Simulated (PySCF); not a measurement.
SMILES C=C[Si](C)(N)OCC (C5H13NOSi) (GFN2-xTB optimised geometry):

```
21

C     -2.115    -1.032    -2.712
C     -1.980    -1.502    -1.482
Si    -1.352    -0.484     0.000
C     -1.843    -1.289     1.636
N     -1.923     1.153     0.000
O      0.276    -0.484     0.000
C      1.142    -0.109    -1.034
C      2.518    -0.710    -0.790
H     -1.910     0.000    -2.951
H     -2.442    -1.642    -3.542
H     -2.211    -2.549    -1.319
H     -2.922    -1.337     1.726
H     -1.463    -0.722     2.477
H     -1.457    -2.299     1.714
H     -1.565     1.795    -0.689
H     -2.904     1.328     0.147
H      0.744    -0.455    -1.997
H      1.208     0.986    -1.067
H      2.449    -1.795    -0.768
H      2.904    -0.370     0.168
H      3.203    -0.411    -1.579
```

Method: B3LYP/def2-SVP (PySCF 2.14.0).

### Question
What are the frontier orbital energies and the dipole moment?

### Answer
HOMO-2 -7.70 eV, HOMO-1 -7.39 eV, HOMO -6.61 eV, LUMO -0.22 eV, LUMO+1 1.11 eV; dipole moment 1.73 D.

On the same geometry PySCF with PBE/def2-SVP gives HOMO-2 -6.62 eV, HOMO-1 -6.13 eV, HOMO -5.42 eV, LUMO -1.03 eV, LUMO+1 0.56 eV; dipole moment 1.60 D.

Meta-Löwdin charges at B3LYP/def2-SVP: C1 -0.19, C2 -0.36, Si3 1.16, C4 -0.56, N5 -0.70, O6 -0.61, C7 0.06, C8 -0.28, H9 0.09, H10 0.10, H11 0.10, H12 0.10, H13 0.12, H14 0.11, H15 0.21, H16 0.21, H17 0.08, H18 0.07, H19 0.10, H20 0.10, H21 0.09.
